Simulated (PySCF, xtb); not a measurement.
CdBrI, SMILES [Br][Cd][I].

GFN2-xTB (xtb) at its own geometry gives an orbital gap of 3.56 eV and a dipole moment of 5.25 D.

Geometry: B3LYP-D3(BJ)/def2-SVP. The def2 effective core potentials stand for the cores of Cd, I; spin–orbit coupling is left out.

Question: What does r2SCAN/def2-TZVPD in PySCF give? (The exact figures need the calculation; the answer reports its results.)

Answer: gap 3.96 eV (levels -7.08 and -3.12 eV), dipole 0.68 D.
